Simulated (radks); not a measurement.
Question: Species: Br+. Configuration: [Ar] 3d10 4s2 4p4. Method: Dirac Kohn-Sham, exchange-only LDA, spin-unpolarised, spherical densities, point nucleus; open shells fill j = l - 1/2 first; computed with a radial shooting solver on a logarithmic mesh with Libxc functionals. Some entries of the table are withheld. Estimate them.

orbital  occ.  eigenvalue (eV)  r(max) (bohr)
1s1/2       2        -13299.82        0.02795
2s1/2       2              (1)         0.1595
2p1/2       2        -1568.141         0.1252
2p3/2       4        -1520.740         0.1285
3s1/2       2        -246.3657         0.4848
3p1/2       2        -187.0452         0.4755
3p3/2       4        -180.2043         0.4843
3d3/2       4         -76.9135         0.4281
3d5/2       6         -75.8274         0.4309
4s1/2       2              (2)            (3)
4p1/2       2         -16.6443          1.603
4p3/2       2         -16.0703          1.635
5s1/2       0          -4.9700          4.175
4d3/2       0          -2.8969          3.307
4d5/2       0          -2.8814          3.330

Answer: 
(1) 2s1/2 eigenvalue (eV): -1738.780
(2) 4s1/2 eigenvalue (eV): -29.1096
(3) 4s1/2 r(max) (bohr): 1.402
